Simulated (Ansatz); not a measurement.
GeF2. The state is a triplet with charge 0. Geometry PBE-D4/def2-TZVP, that of the neutral singlet; atoms count from 1.

| atom | x (Å) | y (Å) | z (Å) |
| --- | --- | --- | --- |
| Ge1 | -0.236 | -0.737 | 0.065 |
| F2 | -0.778 | 0.570 | -1.003 |
| F3 | 1.014 | 0.167 | 0.938 |

At PBE0-D4/def2-TZVP a singlet of charge 0 lies 3.57 eV below the triplet at the same geometry.

Q: Estimate the Mulliken populations from the PBE0/def2-TZVP orbitals of Ansatz.

A: 
```tsv
atom	charge (e)	spin (α − β)
Ge1	0.64	1.68
F2	-0.32	0.16
F3	-0.32	0.16
```
Mulliken values depend strongly on the basis.

Q: Where does the spin sit?

A: Summed by element: Ge 1.68, F 0.32, of 2 unpaired in all. Largest on single atoms: Ge1 1.68, F2 0.16, F3 0.16.

Q: And the Mayer bond orders between heavy atoms (over 0.3)?

A: Ge1–F2 0.98 (1.77 Å); Ge1–F3 0.98 (1.77 Å).
